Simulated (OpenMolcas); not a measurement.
Mn2+ in a point-charge field

Mn2+ among 4 point charges of -1.25 e arranged as a tetrahedron (Td), 2.1 Å from the ion.

* Program: OpenMolcas
* Method: CASSCF
* Basis: ANO-RCC-VDZP [5s4p2d1f]
* Scalar Hamiltonian: DKH2, point nucleus
* Active space: 5 electrons in 5 orbitals (3d)
* State averaging: 2S+1 = 6 even, 1 root; 2S+1 = 4 even, 24 roots; 2S+1 = 2 even, 75 roots
* Spin-orbit coupling: state interaction with AMFI integrals over the reference wave functions

The lowest spin-free states (labels of Td), above the lowest:

```json
{"State": "6A1", "Degeneracy": "1", "E (cm-1)": "0.0", "Free-ion L (%)": "S (100)"}
{"State": "4T1", "Degeneracy": "3", "E (cm-1)": "31501", "Free-ion L (%)": "G (96)"}
{"State": "4A1", "Degeneracy": "1", "E (cm-1)": "31692", "Free-ion L (%)": "G (100)"}
{"State": "4T2", "Degeneracy": "3", "E (cm-1)": "31717", "Free-ion L (%)": "G (100)"}
{"State": "4E", "Degeneracy": "2", "E (cm-1)": "31744", "Free-ion L (%)": "G (100)"}
{"State": "4T1", "Degeneracy": "3", "E (cm-1)": "36789", "Free-ion L (%)": "P (96)"}
{"State": "4T2", "Degeneracy": "3", "E (cm-1)": "39395", "Free-ion L (%)": "D (100)"}
{"State": "4E", "Degeneracy": "2", "E (cm-1)": "39435", "Free-ion L (%)": "D (100)"}
{"State": "2T2", "Degeneracy": "3", "E (cm-1)": "44874", "Free-ion L (%)": "I (97)"}
{"State": "2T1", "Degeneracy": "3", "E (cm-1)": "44966", "Free-ion L (%)": "I (99)"}
{"State": "2A2", "Degeneracy": "1", "E (cm-1)": "44980", "Free-ion L (%)": "I (98)"}
{"State": "2A1", "Degeneracy": "1", "E (cm-1)": "45076", "Free-ion L (%)": "I (100)"}
{"State": "2T2", "Degeneracy": "3", "E (cm-1)": "45090", "Free-ion L (%)": "I (99)"}
{"State": "2E", "Degeneracy": "2", "E (cm-1)": "45137", "Free-ion L (%)": "I (100)"}
{"State": "2T2", "Degeneracy": "3", "E (cm-1)": "50447", "Free-ion L (%)": "D (72)"}
{"State": "2E", "Degeneracy": "2", "E (cm-1)": "51158", "Free-ion L (%)": "D (97)"}
{"State": "2T1", "Degeneracy": "3", "E (cm-1)": "52064", "Free-ion L (%)": "F (98)"}
{"State": "2A2", "Degeneracy": "1", "E (cm-1)": "52181", "Free-ion L (%)": "F (98)"}
{"State": "2T2", "Degeneracy": "3", "E (cm-1)": "52615", "Free-ion L (%)": "F (72)"}
{"State": "4A2", "Degeneracy": "1", "E (cm-1)": "52882", "Free-ion L (%)": "F (100)"}
```

The lowest levels with spin-orbit coupling:

```tsv
E (cm-1)	Degeneracy	Label	2S+1	g
0.0	6		6	
31489	4	Γ8	4	
31490	2	Γ6	4	2.88 2.88 2.88
31506	2	Γ7	4	2.41 2.41 2.41
31511	4	Γ8	4	
31691	4	Γ8	4	
31705	2	Γ6	4	2.74 2.74 2.74
31708	4	Γ8	4	
31720	4	Γ8	4	
31722	2	Γ7	4	0.02 0.02 0.02
31745	2	Γ7	4	0.28 0.28 0.28
31747	2	Γ6	4	2.82 2.82 2.82
31749	4	Γ8	4	
36686	2	Γ7	4	2.64 2.64 2.64
36687	4	Γ8	4	
36725	4	Γ8	4	
36773	2	Γ6	4	2.66 2.66 2.66
39343	2	Γ7	4	4.35 4.35 4.35
39396	4	Γ8	4	
39443	2	Γ6	4	3.29 3.29 3.29
```

Powder χT (cm3 K/mol): 4.39 at 2 K, 4.39 at 10 K, 4.39 at 50 K, 4.39 at 100 K, 4.39 at 200 K, 4.39 at 300 K. The effective moment at 300 K is 2.828 √(χT) = 5.92 μB.

The lowest level has 2S+1 = 6, for which the spin-only value is χT = S(S+1) / 2 = 4.375 cm3 K/mol (g = 2). The computed 4.386 at 300 K differs by +0.011, little more than the free-electron g of 2.0023 accounts for.

A least-squares ligand-field fit to the states below 45000 cm-1, each weighted by its degeneracy and with a free common offset, gives 10Dq = -1157 cm-1 (negative for this site), B = 1109 cm-1 and C = 4106 cm-1 (C/B = 3.70), with an rms deviation of 30 cm-1.

Without dynamic correlation the repulsion within the d shell is too large (B by tens of per cent), so at a given field states of lower spin stand too high. Point charges carry no covalency, so the field is a model and not that of real ligands. No measured value stands beside these numbers.
